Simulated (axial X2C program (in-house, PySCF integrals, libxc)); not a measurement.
NaAg⁻: cheaper levels and CCSD(T), 2c

All values were computed with an in-house all-electron X2C program for linear molecules (integrals from PySCF). Two-component (2c) means X2C with spin–orbit coupling and atomic mean-field two-electron Coulomb and Gaunt terms. Basis: Ag dyall-acv3z [13s13p9d5f3g], Na dyall-av3z [10s9p5d2f] (cores contracted in-house); Gaussian nuclei, density fitting, unrestricted open shells. Masses: Ag 106.905 u, Na 22.990 u.

State: Ω = 1/2 (⟨Sz⟩ = 0.50, ⟨Lz⟩ = 0.00 at HF); fragments Ag- + Na.

```csv
level,Re (Å),ωe (cm⁻¹),De (eV)
PBE0,2.898,137.9,0.887
HF,3.196,98.8,0.627
CCSD,2.905,142.1,0.832
PBE50,2.929,132.2,0.866
```

Correlated methods: 13 electrons correlated (number of frozen shells: Ag 4 s, 3 p, 1 d; Na 2 s, 1 p), 335 virtual spin orbitals or spinors in MP2, 90 natural virtuals in coupled cluster.

CCSD(T), same Hamiltonian and basis:

Re = 2.885 Å, ωe = 147.1 cm⁻¹, De = 0.85 eV; T1 = 0.049 (Lee–Taylor normalisation).

Task: Give the differences from CCSD(T) in the columns below.

Result: 

```json
{"level": "PBE0", "ΔRe (Å)": "0.013", "Δωe (cm⁻¹)": "-9.2", "ΔDe (eV)": "0.04"}
{"level": "HF", "ΔRe (Å)": "0.311", "Δωe (cm⁻¹)": "-48.3", "ΔDe (eV)": "-0.22"}
{"level": "CCSD", "ΔRe (Å)": "0.020", "Δωe (cm⁻¹)": "-5.0", "ΔDe (eV)": "-0.02"}
{"level": "PBE50", "ΔRe (Å)": "0.044", "Δωe (cm⁻¹)": "-14.9", "ΔDe (eV)": "0.02"}
```

Occupations by symmetry block were frozen at the best pattern of an incomplete PBE0 search. Dissociation energies refer to the lowest single-determinant-based atoms at the same level and basis. Density functionals use the spin component along the axis (collinear). CCSD and (T) use frozen natural virtuals with an MP2 correction for the truncation; (T) itself is uncorrected, so its De runs slightly low. The highest occupied level of some functionals is positive through self-interaction error; at Hartree–Fock it is bound. The determinant is spin-polarised beyond a pure state at some levels (its spin-free form has ⟨S²⟩ too high), which makes Re and μ there less reliable. The T1 diagnostic is large, a sign of multireference character. With the outer-core shells frozen, correlated bond lengths of heavy atoms tend to come out a few hundredths of an ångström too long. Hartree–Fock gets electron affinities wrong, so its lowest charge split need not be the true one.
